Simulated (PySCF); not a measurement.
# A series of related molecules

Method used: TDDFT CAM-B3LYP/def2-SVPD circular dichroism and optical rotation, one conformer, gas phase in PySCF 2.14.0. Geometry: GFN2-xTB.

Each molecule in one low-energy conformer. The parent is N#C[C@@H]1[SiH2]NC[C@@H]1F.

The molecule is flexible and this is one conformer; a measurement averages over conformers.

How does the specific rotation at 589.3 nm (origin-invariant length gauge) change along this series?
- N#C[C@@H]1[SiH2]NC[C@@H]1F (base)
- N#C[C@H]1[SiH2]NC[C@@H]1F (diastereomer)


| molecule | [α]589 (deg dm⁻¹ (g/mL)⁻¹) | S1 (eV) | R(S1), velocity form (10⁻⁴⁰ esu² cm²) |
| --- | --- | --- | --- |
| N#C[C@@H]1[SiH2]NC[C@@H]1F | -28.4 | 5.97 | -1.3 |
| N#C[C@H]1[SiH2]NC[C@@H]1F | +51.6 | 5.92 | -9.2 |

The specific rotation at 589.3 nm (origin-invariant length gauge) is lowest for N#C[C@@H]1[SiH2]NC[C@@H]1F and highest for N#C[C@H]1[SiH2]NC[C@@H]1F.
